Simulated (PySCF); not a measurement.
Gas-phase reaction: InCl2 + 3 H ⇌ InH2Cl + HCl

Method: PySCF energies (xtb for GFN2) plus ideal-gas RRHO corrections (1 bar). † marks an energy on the PBE0/def2-TZVP geometry and frequencies; other levels use their own. MP2 and CCSD(T) freeze the core. Open shells (unrestricted): InCl2 (multiplicity 2), H (multiplicity 2); the rest are closed-shell singlets. GFN2 has no spin-polarisation term. In: scalar-relativistic def2 core potential, no spin-orbit coupling. InCl2, InH2Cl: computed as isolated molecules; such fragments, hydroxides, amides, oligomers or adducts are transient or little studied in the gas. MP2 isn't extrapolated to the basis-set limit; its ΔH°(298 K) is -548.4 kJ in def2-SVP and -582.6 kJ in def2-TZVPP. CCSD(T) isn't extrapolated to the basis-set limit; its ΔH°(298 K) is -588.7 kJ in def2-SVP and -621.7 kJ in def2-TZVPP. The harmonic model lacks anharmonicity and excited electronic states, which grow with temperature; levels with a mode under 35 cm⁻¹ are left out. Soft modes under 120 cm⁻¹ make the harmonic entropy rough for InCl2.

```
level                ΔE electronic, kJ  ΔH°(298 K), kJ  ΔS°(298 K), J/K  ΔG°(2000 K), kJ
-------------------  -----------------  --------------  ---------------  ---------------
CCSD(T)/def2-SVP†                 -625            -589             -195             -151
CCSD(T)/def2-TZVPP†               -658            -622             -195             -184
GFN2-xTB                          -692            -663             -201             -219
HF/def2-TZVP†                     -470            -434             -195                3
MP2/def2-SVP†                     -584            -548             -195             -111
MP2/def2-TZVPP†                   -618            -583             -195             -145
PBE/def2-SVP                      -599            -565             -196             -127
PBE0/def2-TZVP                    -621            -585             -195             -147
ωB97M-V/def2-TZVP†                -654            -618             -195             -181
```
ΔH° is lowest at GFN2-xTB and highest at HF/def2-TZVP†. No reference value is set beside these.
